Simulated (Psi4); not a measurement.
Here is a job for Psi4.
```
memory 2 GB

molecule mol {
0 2
B     0.000000    0.000000    0.000000
}

set {
  basis 6-31g*
  reference uks
}

energy('pbe')
print_variables()
```

What does this run give for the <S^2>, total energy?


- <S^2>: 0.751
- total energy: -669.4258 eV

These values belong to the state on which the SCF converged, which isn't shown to be the lowest.
